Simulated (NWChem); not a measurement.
System meant: CH6N2Ti; SMILES [CH3][Ti](=[NH])[NH2]

The following NWChem deck was run.

```
start job
memory heap 200 mb stack 900 mb global 1100 mb
geometry units angstroms noautoz
  Ti    -0.065905     0.052789     0.063758
  N     -1.579315     0.252029    -0.574716
  H     -2.449187     0.397009    -1.083596
  N      1.056584     1.510471    -0.359772
  H      0.811543     2.364401    -0.853012
  H      2.073988     1.438781    -0.323985
  C      0.680152    -1.897233    -0.283512
  H      0.740827    -2.071034    -1.372744
  H      0.026511    -2.687961     0.125499
  H      1.696141    -2.037207     0.133269
end
basis spherical
  Ti library def2-svp
  N library def2-svp
  H library def2-svp
  C library def2-svp
end
dft
  odft
  mult 2
  xc b3lyp
  iterations 150
  mulliken
end
task dft energy
```

End of the output:

```
 ==============================================================================
                                 internuclear angles
 ------------------------------------------------------------------------------
        center 1       |       center 2       |       center 3       |  degrees
 ------------------------------------------------------------------------------
    2 N                |   1 Ti               |   4 N                |   111.36
    2 N                |   1 Ti               |   7 C                |   111.72
    4 N                |   1 Ti               |   7 C                |   117.71
    1 Ti               |   2 N                |   3 H                |   172.50
    1 Ti               |   4 N                |   5 H                |   127.91
    1 Ti               |   4 N                |   6 H                |   122.05
    5 H                |   4 N                |   6 H                |   108.45
    1 Ti               |   7 C                |   8 H                |   109.03
    1 Ti               |   7 C                |   9 H                |   112.97
    1 Ti               |   7 C                |  10 H                |   112.22
    8 H                |   7 C                |   9 H                |   106.56
    8 H                |   7 C                |  10 H                |   107.51
    9 H                |   7 C                |  10 H                |   108.25
 ------------------------------------------------------------------------------
                            number of included internuclear angles:         13
 ==============================================================================

 Summary of "ao basis" -> "" (spherical)
 ------------------------------------------------------------------------------
       Tag                 Description            Shells   Functions and Types
 ---------------- ------------------------------  ------  ---------------------
 Ti                         def2-svp                11       31   5s3p2d1f
 N                          def2-svp                 6       14   3s2p1d
 H                          def2-svp                 3        5   2s1p
 C                          def2-svp                 6       14   3s2p1d

                                 NWChem DFT Module
                                 -----------------

 Summary of "ao basis" -> "ao basis" (spherical)
 ------------------------------------------------------------------------------
       Tag                 Description            Shells   Functions and Types
 ---------------- ------------------------------  ------  ---------------------
 Ti                         def2-svp                11       31   5s3p2d1f
 N                          def2-svp                 6       14   3s2p1d
 H                          def2-svp                 3        5   2s1p
 C                          def2-svp                 6       14   3s2p1d

  number of electrons :                   48
  multiplicity        :                    2
 ------------------------------------------------------------------------
  no. of electrons and multiplicity not compatible                  48
 ------------------------------------------------------------------------
 ------------------------------------------------------------------------
  current input line :
    28: task dft energy
 ------------------------------------------------------------------------
 ------------------------------------------------------------------------
 There is an error in the input file
 ------------------------------------------------------------------------
 For more information see the NWChem manual at https://nwchemgit.github.io

0: no. of electrons and multiplicity not compatible:Received an Error in Communication
```

Q: What is wrong, and how is it mended?

A: The input was rejected before any calculation. Cause: the multiplicity doesn't fit the number of electrons (an even count wants an odd multiplicity, and the reverse). This input runs:
```
start job
memory heap 200 mb stack 900 mb global 1100 mb
geometry units angstroms noautoz
  Ti    -0.065905     0.052789     0.063758
  N     -1.579315     0.252029    -0.574716
  H     -2.449187     0.397009    -1.083596
  N      1.056584     1.510471    -0.359772
  H      0.811543     2.364401    -0.853012
  H      2.073988     1.438781    -0.323985
  C      0.680152    -1.897233    -0.283512
  H      0.740827    -2.071034    -1.372744
  H      0.026511    -2.687961     0.125499
  H      1.696141    -2.037207     0.133269
end
basis spherical
  Ti library def2-svp
  N library def2-svp
  H library def2-svp
  C library def2-svp
end
dft
  xc b3lyp
  iterations 150
  mulliken
end
task dft energy
```
It converges to -1000.48870 Ha (B3LYP/def2-SVP).
